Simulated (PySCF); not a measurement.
Computed properties of Bi(OH)(SiH3)2 (BiH7OSi2), SMILES [OH][Bi]([SiH3])[SiH3]

Bi(OH)(SiH3)2 (BiH₇OSi₂), SMILES [OH][Bi]([SiH3])[SiH3]. Coordinates come from a PBE0-D3(BJ)/def2-SVP optimisation. The structure was generated by enumeration; whether it is a known compound was not checked. The def2 effective core potentials stand for the cores of Bi; spin–orbit coupling is left out. One conformer was computed; it need not be the lowest. All values are computed for the isolated molecule unless a solvent is named; none is compared with measurement here.

**Structure.** The optimised structure has Cs symmetry. All 27 harmonic modes at PBE0-D3(BJ)/def2-SVP (PySCF) are real, so it is a minimum. With heavy atoms numbered as in [Bi:1]([OH:2])([SiH3:4])[SiH3:8], the shortest bond between them is Bi1–O2 at 2.120 Å and the longest Bi1–Si4 at 2.684 Å.

**Vibrations.** The strongest infrared lines (harmonic, unscaled, degenerate partners summed) lie at 827 cm⁻¹ (457 km/mol, H 91 %, Si 9 %), 862 cm⁻¹ (262 km/mol, H 91 %, Si 8 %), 2224 cm⁻¹ (158 km/mol, H 96 %). The softest mode is at 65 cm⁻¹ and the zero-point energy is 38.8 kcal/mol.

**Electronic structure.** B3LYP/def2-TZVP (PySCF) places the frontier levels at -7.01 and -1.87 eV, a gap of 5.14 eV, and gives a dipole moment of 1.94 D and a mean polarisability of 115.4 bohr³. PBE/def2-TZVP (PySCF) at the same geometry gives -6.03 and -2.44 eV, so its gap is 1.55 eV narrower. An orbital gap is neither the optical nor the fundamental gap.

**Excitations.** TDA-B3LYP/def2-SVPD (PySCF) has S1 at 4.13 eV (300 nm, f = 0.000, dark); the most intense of the 10 singlets computed lies at 5.92 eV (f = 0.31). T1 (TDA) is at 3.69 eV, 0.44 eV under S1. TDA-PBE/def2-SVPD (PySCF) puts S1 at 3.85 eV. No vertical singlet excitation falls in the visible range (under 3.1 eV).
